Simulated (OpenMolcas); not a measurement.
Cr²⁺.

* Program: OpenMolcas
* Method: RASSCF
* Basis: ANO-RCC-VTZP [6s5p3d2f1g]
* Scalar Hamiltonian: DKH2, point nucleus
* Active space: 10 electrons in 8 orbitals (RAS1 3p, at most 2 holes; RAS2 3d)
* State averaging: 2S+1 = 5 even, 5 roots; 2S+1 = 3 even, 45 roots; 2S+1 = 1 even, 44 roots
* Spin-orbit coupling: RASSI with atomic mean-field integrals over the reference wave functions, term energies averaged over their components

Levels without dynamic correlation, in cm⁻¹ above 3d⁴ ⁵D₀:

```json
{"Level": "3d⁴ ³H₄", "E": "21769"}
{"Level": "3d⁴ ³P₀(1)", "E": "18826"}
{"Level": "3d⁴ ³F₂(1)", "E": "21911"}
{"Level": "3d⁴ ³G₃", "E": "25798"}
```

On this reference, MS-RASPT2, IPEA 0.25 Eh, imaginary shift 0.1 Eh (closed shells correlated: 3s) puts 3d⁴ ³H₄ at 17640 cm⁻¹.

Problem. Estimate the other levels at that method by one scale factor, and say how well it serves.

Solution. The factor is 17640 / 21769 = 0.810. Scaled values beside those that MS-RASPT2 gives and measured ones (Sugar and Corliss, J. Phys. Chem. Ref. Data 6, 317 (1977)):
| Level | Scaled | MS-RASPT2 | Miss (%) | Measured |
| --- | --- | --- | --- | --- |
| 3d⁴ ³P₀(1) | 15249 | 17110 | -10.9 | 16771 |
| 3d⁴ ³F₂(1) | 17748 | 19010 | -6.6 | 18452 |
| 3d⁴ ³G₃ | 20896 | 21450 | -2.6 | 20704 |
For these levels the scaled values miss MS-RASPT2 by up to 10.9 %, as correlation changes each term by its own factor, spin-orbit parts do not scale and CASPT2 has its own spread within terms. This holds within one configuration; levels of others move differently, and the target method has errors of its own against measurement.

CASPT2 does not keep the components of a term degenerate, so their means are used; among the terms shown or strongly mixed into the levels shown the widest spread is 510 cm-1 (3d⁴ ³H, MS-RASPT2). Active for correlation alone: 3p; no level in the range computed is led by a configuration that opens it, so any true level of that kind is missing. Without dynamic correlation excited terms often stand tens of per cent too high (terms of higher spin than the ground term too low), and those without a measured partner can miss by more than the paired ones (holds for RASSCF). The CASPT2 spread within a term exceeds the gap to the next term for 3d⁴ ³H and 3d⁴ ³P(1), so the order of their levels is uncertain (holds for MS-RASPT2). Computed and measured levels are paired by configuration, term and J; levels that our copy of the source lacks, or whose pairing is in doubt (as where it misses far off the trend of its configuration), stay unpaired and out of the deviations. Only configurations of the active space appear.

A number in round brackets counts repeated terms of one configuration in the order of the reference energies.
